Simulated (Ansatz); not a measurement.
Gas-phase electronic energies from Ansatz, PBE0-D4/def2-TZVP geometries. CCSD(T)/CBS is the MP2 limit (def2-TZVPP, def2-QZVPP) plus CCSD(T) − MP2 in def2-TZVPP, frozen cores. This one scheme is used for every species. DFT in def2-TZVPP. One conformer a species, not always the lowest.

Consider the substitution at a C–Si bond: `C[Si]C` + `[F][AlH][SH]` → `C[S][AlH][F]` + `C[SiH]`.

`C[Si]C`:

Z-matrix (Å, degrees):
```
C
Si 1 1.896
H 1 1.091 2 113.7
H 1 1.102 2 105.3 3 116.9
H 1 1.095 2 114.0 3 -126.9
C 2 1.896 1 97.8 3 163.9
H 6 1.095 2 113.9 1 37.4
H 6 1.091 2 113.7 1 164.2
H 6 1.102 2 105.3 1 -78.8
```

`[F][AlH][SH]`:

Cartesian coordinates in Å:
```
F 1.602 1.415 0.039
Al 0.356 0.392 -0.287
S -0.423 -0.741 1.390
H -0.199 0.280 -1.751
H -1.335 -1.346 0.608
```

`C[S][AlH][F]`:

Cartesian coordinates in Å:
```
C -1.255 -0.458 0.319
S 0.171 0.113 1.304
Al 1.544 0.568 -0.298
F 3.036 1.143 0.093
H -1.054 -0.427 -0.752
H -1.488 -1.483 0.606
H -2.108 0.182 0.538
H 1.153 0.363 -1.808
```

`C[SiH]`:

```xyz
6

C    -0.242    0.267   -0.387
Si   -0.018   -1.347    0.575
H    -0.522    1.073    0.303
H    -0.985    0.206   -1.183
H     0.720    0.573   -0.819
H     1.048   -0.773    1.511
```

**Question.** Is it downhill or uphill in electronic energy at CCSD(T)/CBS, and by how much? (Estimate.)

**Answer.** The calculation gave: Uphill: ΔE = +66.1 kJ/mol.

**Question.** What do these levels give: PBE-D4, PBE0-D4, BHLYP-D4, CAM-B3LYP-D4, PBE-QIDH, CAM-B3LYP, MP2/def2-SVP, CCSD/def2-SVP, CCSD(T)/def2-SVP, HF/def2-TZVPP, CCSD(T)/def2-TZVPP, MP2/def2-QZVPP? (Estimate.)

**Answer.** Computed: PBE-D4 64.3, PBE0-D4 65.0, BHLYP-D4 63.6, CAM-B3LYP-D4 65.5, PBE-QIDH 66.6, CAM-B3LYP 65.5, MP2/def2-SVP 65.3, CCSD/def2-SVP 62.1, CCSD(T)/def2-SVP 61.8, HF/def2-TZVPP 59.9, CCSD(T)/def2-TZVPP 66.0, MP2/def2-QZVPP 68.7 kJ/mol.

Largest T1 diagnostic among the species: 0.012.

At CCSD(T), def2-SVP lies −4.3 kJ/mol from the extrapolated value and def2-TZVPP −0.0 kJ/mol. Leaving LDA and LC-ωPBE aside and taking each functional with its dispersion term where it has one, the values, not all of them listed here, spread over 6.8 kJ/mol, from BLYP-D4 to r2SCAN-D4. LDA lies +4.7 kJ/mol from PBE without D4. In def2-TZVPP, CCSD(T) changes the Hartree–Fock value by +6.1 kJ/mol (the triples alone add +0.3 kJ/mol) and MP2 by +8.7 kJ/mol.
